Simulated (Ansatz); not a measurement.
CH$_{4}$BClFSb, SMILES `C[B](F)[SbH][Cl]`, relaxed with RKS PBE0-D4/def2-TZVP in Ansatz from a PBE-D4/def2-SVP geometry. The force threshold is 0.005 eV/Å; the program also tests the step.

Total charge 0; spin multiplicity 1. Sb: def2 effective core potential.

Start:

```xyz
9

C    -0.678    0.915   -0.383
B     0.409    0.467    0.642
F     1.200    1.349    1.259
Sb    0.882   -1.765    1.063
Cl    1.791   -1.703   -1.201
H    -0.546    0.335   -1.321
H    -0.655    2.001   -0.610
H    -1.687    0.643   -0.002
H    -0.715   -2.243    0.554
```

```csv
step,energy (eV),largest force (eV/Å),largest move (Å)
1,-23551.7179,0.590,0.000
2,-23551.7586,0.302,0.083
3,-23551.7668,0.195,0.055
4,-23551.7701,0.117,0.022
5,-23551.7706,0.072,0.010
6,-23551.7708,0.025,0.006
7,-23551.7709,0.017,0.006
8,-23551.7711,0.034,0.016
9,-23551.7721,0.193,0.149
10,-23551.7729,0.110,0.026
11,-23551.7742,0.111,0.064
15,-23551.7880,0.277,0.033
19,-23551.8174,0.404,0.094
23,-23551.8470,0.209,0.097
27,-23551.8617,0.051,0.073
31 (rejected),-23551.8612,0.207,0.112
35,-23551.8637,0.024,0.024
39,-23551.8650,0.036,0.022
43,-23551.8661,0.042,0.019
47,-23551.8667,0.041,0.033
51 (rejected),-23551.8669,0.075,0.054
55 (rejected),-23551.8671,0.038,0.020
59,-23551.8672,0.013,0.013
63,-23551.8672,0.007,0.007
67,-23551.8672,0.003,0.002
```

End:

```xyz
9

C    -0.464    1.054   -0.552
B     0.282    0.429    0.652
F     0.397    1.076    1.804
Sb    1.313   -1.612    0.617
Cl    0.367   -2.276   -1.451
H     0.228    1.166   -1.395
H    -0.909    2.024   -0.321
H    -1.236    0.368   -0.914
H     0.022   -2.228    1.560
```

It took 3.2 min on 4 threads of a server CPU on a shared host, with 0.64 GiB of host memory at the peak.
